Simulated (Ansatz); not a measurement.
One change: `CO[Si](N)(F)F` becomes `N[Si](N)(F)F`.

Ansatz, PBE0-D4/def2-TZVP geometries, multiplicity 1. Each molecule was computed in one conformer, which needn't be the lowest.

| property | `CO[Si](N)(F)F` |
| --- | --- |
| LUMO energy (PBE0/def2-TZVPP) / eV | 0.79 |
| HOMO energy (PBE0/def2-TZVPP) / eV | -8.16 |
| LUMO energy (B3LYP/def2-TZVPP) / eV | 0.42 |
| size of the dipole moment (PBE/def2-TZVPP) / D | 1.65 |
| HOMO energy (PBE/def2-TZVPP) / eV | -6.60 |
| HOMO–LUMO gap (ωB97M-V/def2-TZVPP) / eV | 12.82 |

**Question.** Give the same properties after the change, and the shifts. (Best estimate.)

**Answer.** The calculation gave: 
```tsv
property	`N[Si](N)(F)F`	shift
LUMO energy (PBE0/def2-TZVPP) / eV	0.70	-0.09
HOMO energy (PBE0/def2-TZVPP) / eV	-8.12	0.04
LUMO energy (B3LYP/def2-TZVPP) / eV	0.32	-0.10
size of the dipole moment (PBE/def2-TZVPP) / D	2.43	0.78
HOMO energy (PBE/def2-TZVPP) / eV	-6.58	0.02
HOMO–LUMO gap (ωB97M-V/def2-TZVPP) / eV	12.66	-0.16
```

The zero-point energy changes by -41.9 kJ/mol with -6 modes. Dipoles are sizes alone; their direction can turn.

B3LYP here is the variant with VWN-RPA as its local correlation; programs differ in this.
